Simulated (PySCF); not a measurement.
A geometry optimisation, step by step.

Species: C₆H₉FGaN.
Bonds: F1–C2, C2–C3, C3–C4 (aromatic), C4–C5 (aromatic), C5–C6 (aromatic), C6–N7 (aromatic), N7–Ga8, N7–C9 (aromatic), C3–C9 (aromatic). Hydrogens: H10, H11 on C2; H12 on C4; H13 on C5; H14 on C6; H15, H16, H17 on Ga8; H18 on C9.
Bond orders are those of one Lewis drawing.

Method: PBE0-D3(BJ)/def2-SVP geometry optimisation, gas phase (PySCF); density fitting, grid level 1; the optimiser is geomeTRIC in internal coordinates, started from a UFF structure with every atom displaced at random (about 0.03 Å). 5 of its 9 geometries are shown. The frame can shift and turn from step to step; on so coarse a grid that alone can change the energy by a few meV, and forces under 0.02 eV/Å are noise.

Step 0: E = -62919.0876 eV, largest atomic force 8.202 eV/Å
```
atom  x, y, z in Å  |  force x, y, z in eV/Å
F1     -2.586   -2.032   -0.861   -0.432   0.522   0.604
C2     -2.422   -1.273    0.289   -0.313  -0.812   0.516
C3     -1.336   -0.303    0.055    4.740  -0.051   1.124
C4     -1.425    1.009   -0.393   -7.753  -2.647   0.395
C5     -0.470    1.853   -0.650    3.384   4.132  -0.932
C6      0.834    1.450   -0.405   -1.185  -2.916   0.705
N7      1.108    0.163    0.049   -3.499   1.257  -0.098
Ga8     2.936   -0.406    0.282    2.438  -1.059   1.327
C9      0.048   -0.685    0.332   -1.314   2.534  -2.037
H10    -3.336   -0.726    0.625    0.028  -0.400  -0.682
H11    -2.181   -1.989    1.130    0.032   0.612  -0.647
H12    -2.522    1.339   -0.543    1.570  -0.234   0.047
H13    -0.733    2.909   -1.004    0.678  -1.464   0.459
H14     1.619    2.121   -0.566    1.817   0.809  -0.176
H15     2.923   -1.567    1.461   -0.353   0.535  -0.451
H16     3.434   -1.016   -1.056   -0.148  -0.119  -0.620
H17     3.817    0.863    0.709   -0.430   0.102  -0.066
H18     0.236   -1.694    0.623    0.741  -0.800   0.531
```

Step 2: E = -62920.2165 eV, largest atomic force 1.926 eV/Å
```
atom  x, y, z in Å  |  force x, y, z in eV/Å
F1     -2.631   -2.009   -0.814    0.050  -0.064  -0.132
C2     -2.366   -1.285    0.317   -0.196   0.194  -0.148
C3     -1.269   -0.289    0.066   -0.874   0.536   0.056
C4     -1.523    1.016   -0.394    0.534   0.142  -0.156
C5     -0.467    1.911   -0.658   -0.441  -1.735   0.710
C6      0.795    1.397   -0.399    1.041   1.063  -0.375
N7      1.046    0.165    0.037   -0.098   0.371   0.012
Ga8     2.984   -0.441    0.310    0.827  -0.319   0.079
C9      0.037   -0.655    0.280    0.423  -0.925  -0.026
H10    -3.294   -0.778    0.618   -0.062   0.136   0.059
H11    -2.089   -1.979    1.121    0.146  -0.092   0.110
H12    -2.548    1.321   -0.545   -0.499   0.167  -0.100
H13    -0.602    2.926   -1.006   -0.111   0.262  -0.110
H14     1.702    2.009   -0.542   -0.300  -0.090  -0.010
H15     2.791   -1.534    1.444   -0.118  -0.002   0.009
H16     3.382   -1.011   -1.122   -0.119   0.080   0.033
H17     3.683    0.918    0.742   -0.114   0.053  -0.044
H18     0.311   -1.665    0.622   -0.089   0.224   0.034
```

Step 4: E = -62920.3155 eV, largest atomic force 0.718 eV/Å
```
atom  x, y, z in Å  |  force x, y, z in eV/Å
F1     -2.672   -1.946   -0.836   -0.042   0.017   0.041
C2     -2.396   -1.256    0.316    0.184  -0.206   0.121
C3     -1.266   -0.297    0.085    0.137  -0.249   0.042
C4     -1.539    0.986   -0.385   -0.027   0.073  -0.022
C5     -0.483    1.851   -0.634    0.069   0.231  -0.115
C6      0.813    1.402   -0.411    0.109  -0.146   0.059
N7      1.087    0.165    0.031   -0.628   0.036  -0.089
Ga8     3.068   -0.466    0.323    0.190  -0.033   0.032
C9      0.075   -0.679    0.269   -0.387   0.600  -0.078
H10    -3.302   -0.709    0.633    0.051  -0.052  -0.029
H11    -2.123   -1.977    1.107   -0.082  -0.004  -0.048
H12    -2.577    1.310   -0.553    0.220  -0.102   0.062
H13    -0.658    2.870   -0.997    0.084  -0.161   0.062
H14     1.675    2.047   -0.582    0.100   0.049  -0.003
H15     2.799   -1.555    1.446   -0.001   0.018  -0.020
H16     3.407   -0.993   -1.130    0.013  -0.006  -0.005
H17     3.688    0.930    0.748    0.013  -0.010   0.003
H18     0.348   -1.668    0.646   -0.003  -0.054  -0.014
```

Step 6: E = -62920.3375 eV, largest atomic force 0.105 eV/Å
```
atom  x, y, z in Å  |  force x, y, z in eV/Å
F1     -2.666   -1.965   -0.826   -0.003  -0.003  -0.016
C2     -2.387   -1.275    0.326   -0.005   0.020   0.001
C3     -1.281   -0.289    0.087   -0.087  -0.024   0.009
C4     -1.535    1.000   -0.385    0.056   0.036  -0.025
C5     -0.472    1.863   -0.641   -0.048  -0.036   0.011
C6      0.821    1.409   -0.416   -0.044  -0.071   0.019
N7      1.062    0.172    0.030    0.064   0.003   0.009
Ga8     3.063   -0.465    0.317    0.070  -0.040   0.009
C9      0.048   -0.659    0.276    0.051   0.089  -0.023
H10    -3.301   -0.753    0.651   -0.004   0.002   0.015
H11    -2.099   -1.996    1.108    0.007  -0.011   0.006
H12    -2.564    1.328   -0.550   -0.030   0.003  -0.002
H13    -0.638    2.877   -1.004   -0.015   0.025  -0.010
H14     1.697    2.041   -0.585   -0.013  -0.018   0.002
H15     2.789   -1.549    1.441   -0.001  -0.005   0.004
H16     3.398   -0.997   -1.136    0.000   0.006   0.001
H17     3.688    0.929    0.739   -0.004   0.001  -0.002
H18     0.319   -1.653    0.647    0.007   0.021  -0.006
```

Step 8: E = -62920.3392 eV, largest atomic force 0.025 eV/Å
```
atom  x, y, z in Å  |  force x, y, z in eV/Å
F1     -2.679   -1.953   -0.821   -0.006   0.003  -0.001
C2     -2.384   -1.276    0.334    0.003  -0.001   0.004
C3     -1.283   -0.287    0.090    0.007  -0.005  -0.004
C4     -1.541    0.999   -0.386   -0.002  -0.002  -0.007
C5     -0.481    1.862   -0.646    0.002   0.007  -0.004
C6      0.814    1.410   -0.424    0.006   0.004  -0.005
N7      1.066    0.177    0.025   -0.011   0.003  -0.005
Ga8     3.075   -0.471    0.317   -0.002   0.004  -0.002
C9      0.051   -0.651    0.274   -0.011  -0.004   0.022
H10    -3.295   -0.757    0.678    0.003  -0.002   0.008
H11    -2.085   -2.004    1.105    0.002  -0.003  -0.006
H12    -2.572    1.325   -0.549    0.003  -0.002   0.001
H13    -0.649    2.875   -1.013    0.002  -0.002   0.000
H14     1.687    2.045   -0.598    0.002   0.004  -0.002
H15     2.790   -1.556    1.437    0.001   0.000  -0.001
H16     3.409   -0.998   -1.138    0.001   0.001  -0.001
H17     3.698    0.922    0.743    0.001  -0.001   0.002
H18     0.324   -1.643    0.648    0.000  -0.003   0.000
```

Q: Summarise the path.

A: The energy falls by 1.2516 eV from step 0 to step 8; nine tenths of that is first reached at step 2. It falls at every step. The largest force goes from 8.202 to 0.025 eV/Å. Among the bonds N7–Ga8 changes most, from 1.929 to 2.132 Å; the atoms move by 0.095 Å rms after alignment.

Q: Follow the three bonds and two angles with the largest change from start to end.

A: 
| step | E above end (eV) | largest force (eV/Å) | N7–Ga8 (Å) | C4–C5 (Å) | Ga8–H15 (Å) | N7–Ga8–H17 (°) | C3–C4–C5 (°) |
| --- | --- | --- | --- | --- | --- | --- | --- |
| 0 | 1.2516 | 8.202 | 1.929 | 1.301 | 1.655 | 108.7 | 129.0 |
| 1 | 0.4541 | 2.767 | 2.012 | 1.384 | 1.602 | 104.0 | 109.8 |
| 2 | 0.1227 | 1.926 | 2.049 | 1.410 | 1.586 | 101.5 | 121.0 |
| 3 | 0.0563 | 0.960 | 2.075 | 1.397 | 1.587 | 99.5 | 120.5 |
| 4 | 0.0237 | 0.718 | 2.099 | 1.388 | 1.587 | 98.1 | 119.0 |
| 5 | 0.0038 | 0.252 | 2.110 | 1.393 | 1.585 | 98.3 | 119.3 |
| 6 | 0.0017 | 0.105 | 2.119 | 1.392 | 1.585 | 98.3 | 119.7 |
| 7 | 0.0004 | 0.049 | 2.126 | 1.391 | 1.586 | 98.2 | 119.7 |
| 8 | 0.0000 | 0.025 | 2.132 | 1.391 | 1.585 | 98.0 | 119.6 |

What follows is the cost of the whole optimisation. Time: 6.9 min; peak memory 0.91 GiB. Hardware: an Intel Xeon at 2.50 GHz with one thread, shared host.
